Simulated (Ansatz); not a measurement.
## Pulling the pair apart

The pair of Br⁻ (SMILES [Br-], atom 1) and CH4S (SMILES CS, atoms 2–7), both closed shells, in one local arrangement (a lower one may exist), relaxed at PBE0-D4/def2-TZVPD:

| atom | x (Å) | y (Å) | z (Å) |
| --- | --- | --- | --- |
| Br1 | -0.0926 | -0.1368 | -2.9154 |
| C2 | 0.3795 | 0.1684 | 0.7900 |
| S3 | -1.2928 | -0.4619 | 0.4998 |
| H4 | 0.8428 | 0.3010 | -0.1906 |
| H5 | 0.9641 | -0.5418 | 1.3773 |
| H6 | 0.3471 | 1.1269 | 1.3111 |
| H7 | -1.1483 | -0.4558 | -0.8723 |

CH4S is shifted rigidly along the line between the mean atom positions of the two fragments (negative: closer). Counterpoise interaction energies in kcal/mol. Ansatz 0.2.0; basis: def2-TZVPPD; cores frozen in the correlated methods. Filled d shells of the heavier atoms are correlated. The def2 sets are not built for correlating such inner shells, so the correlated values are less sure here.

```json
{"shift (Å)": "-0.23", "PBE0-D4": "-13.00", "PBE-D4": "-13.99", "r2SCAN-D4": "-13.01"}
{"shift (Å)": "-0.12", "PBE0-D4": "-13.83", "PBE-D4": "-14.75", "r2SCAN-D4": "-13.85"}
{"shift (Å)": "0.00", "PBE0-D4": "-14.06", "PBE-D4": "-14.91", "r2SCAN-D4": "-14.07"}
{"shift (Å)": "0.12", "PBE0-D4": "-13.86", "PBE-D4": "-14.66", "r2SCAN-D4": "-13.88"}
{"shift (Å)": "0.28", "PBE0-D4": "-13.16", "PBE-D4": "-13.89", "r2SCAN-D4": "-13.18"}
{"shift (Å)": "0.58", "PBE0-D4": "-11.29", "PBE-D4": "-11.90", "r2SCAN-D4": "-11.30"}
{"shift (Å)": "1.16", "PBE0-D4": "-7.75", "PBE-D4": "-8.16", "r2SCAN-D4": "-7.72"}
{"shift (Å)": "2.32", "PBE0-D4": "-3.72", "PBE-D4": "-3.87", "r2SCAN-D4": "-3.63"}
```

(1) What does CCSD(T) give at these shifts? (An estimate is asked for; the value comes from the calculation.)

No T1 diagnostic of these runs exceeds 0.009.

## Answers

(1) Computed: -9.76, -11.02, -11.61, -11.73, -11.38, -10.00, -7.02, -3.41 kcal/mol. For zero shift, CCSD(T) at an estimated basis limit (MP2 extrapolated from triple and quadruple zeta, plus CCSD(T) − MP2 in triple zeta) gives -13.00 kcal/mol. These are counterpoise interaction energies, counted from the two frozen fragments.

For scale, one of the runs: CCSD(T)/def2-TZVPPD, 213 basis functions, launched by `ansatz run in.yaml --threads 4 --pin off --events-out ev --progress --plain --max-ram 9574MiB`. Time: 30 s of wall clock on 4 CPU threads of an Intel Xeon 6975P-C; the host was shared. Peak host memory: 3.2 GiB.
